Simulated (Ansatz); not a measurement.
BrCdH (SMILES [Br][CdH]) moved off its minimum; all values from Ansatz (an electronic-structure program), cores frozen in correlated methods. Elements past Kr take the def2 small-core potentials, without spin–orbit coupling.
(charge 0, multiplicity 1)
```xyz
3

Cd     0.0651    -0.0563    -1.0193
H      0.0424    -0.0176    -2.5554
Br     0.0857     0.1064     1.5435
```

Task: Give the forces (eV/Å), the total energy and the dipole at CCSD(T)/def2-TZVPPD.

Result: 
```csv
atom,Fx,Fy,Fz
Cd1,0.028,0.169,3.158
H2,-0.022,-0.039,-1.941
Br3,-0.006,-0.130,-1.217
```
Energy -2740.5275 hartree, dipole 3.04 D.
